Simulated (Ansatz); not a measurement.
`C[SiH](F)I` + CH₃OH → `CO[SiH](C)F` + HI at 298.15 K and 1 bar (ligand exchange at the Si–I bond).

Gas-phase electronic energies from Ansatz, PBE0-D4/def2-TZVP geometries. CCSD(T)/CBS is the MP2 limit (def2-TZVPP, def2-QZVPP) plus CCSD(T) − MP2 in def2-TZVPP, frozen cores. This one scheme is used for every species. def2 core potentials past Kr. For I outer-core shells are correlated without core-valence functions, which leaves a few kJ/mol of doubt a bond. Each species was taken in one conformer, which may not be the lowest.

```json
{"species": "`C[SiH](F)I`", "CCSD(T)/CBS energy (Eh)": "-726.89319", "H − E (kJ/mol)": "148.0", "S (J/(mol·K))": "338.4"}
{"species": "CH₃OH", "CCSD(T)/CBS energy (Eh)": "-115.61712", "H − E (kJ/mol)": "146.3", "S (J/(mol·K))": "238.2"}
{"species": "`CO[SiH](C)F`", "CCSD(T)/CBS energy (Eh)": "-544.48370", "H − E (kJ/mol)": "261.9", "S (J/(mol·K))": "357.0"}
{"species": "HI", "CCSD(T)/CBS energy (Eh)": "-298.03592", "H − E (kJ/mol)": "22.7", "S (J/(mol·K))": "206.5"}
```

H − E and S are ideal-gas, rigid-rotor, harmonic terms from PBE0-D4/def2-TZVP, for one conformer and one mirror image of each species. 1 Eh = 2625.50 kJ/mol, R = 8.31446 J/(mol·K).

Q: By hand: ΔE, ΔH, ΔS and ΔG.

A: ΔE = (-544.48370) + (-298.03592) − (-726.89319) − (-115.61712) = -0.00931 Eh = -24.4 kJ/mol. Δ(H − E) = 261.9 + 22.7 − 148.0 − 146.3 = -9.7, so ΔH = -34.1 kJ/mol. ΔS = 357.0 + 206.5 − 338.4 − 238.2 = -13.1 J/(mol·K). ΔG = -34.1 − 298.15 × (-13.1)/1000 = -30.2 kJ/mol.

Q: By hand: the equilibrium constant, and the temperature at which ΔG would vanish if ΔH and ΔS stayed fixed.

A: log₁₀ K = −ΔG/(RT ln 10) = 5.3. ΔG = 0 at ΔH/ΔS = 2603 K, far beyond where these terms or the molecules hold.

The number of gas molecules stays the same, so ΔS is small and ΔH decides. A doubt of 5 kJ/mol in ΔE shifts log₁₀ K by 0.9 here. Other conformers and mirror images would add mixing entropy, several J/(mol·K) or more a flexible species. These are equilibria of isolated gas molecules and say nothing of rates. Largest T1 diagnostic: 0.011 (customary marks: 0.02 for closed shells, 0.045 for open ones).
